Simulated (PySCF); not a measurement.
Delta-SCF ions had no search for a lower state. Excitations are Tamm–Dancoff values on a coarser integration grid. The basis has no diffuse functions, so Rydberg states are missing or too high.

Cartesian coordinates (Å):
SMILES: C[SiH]=[SiH2]
```xyz
9

C     -1.5608    -0.2603     0.1284
Si     0.0613     0.2640    -0.6574
Si     1.9520     0.1862     0.3861
H     -1.3803    -0.9456     0.9567
H     -2.1877    -0.7698    -0.6066
H     -2.1158     0.6021     0.5017
H     -0.1155     1.3107    -1.6913
H      2.1698    -0.9141     1.3525
H      3.1769     0.5268    -0.3702
```
Charge 0, spin multiplicity 1.

What S1 oscillator strength, S1 excitation (TDA) and vertical ionisation energy (Delta-SCF) does ωB97X-D3(BJ)/def2-TZVP // B3LYP-D3(BJ)/def2-TZVP (PySCF 2.14.0) give?


The S1 oscillator strength comes out as 0.450 and the S1 excitation (TDA) is 4.24 eV. The vertical ionisation energy (Delta-SCF) comes out as 7.69 eV.
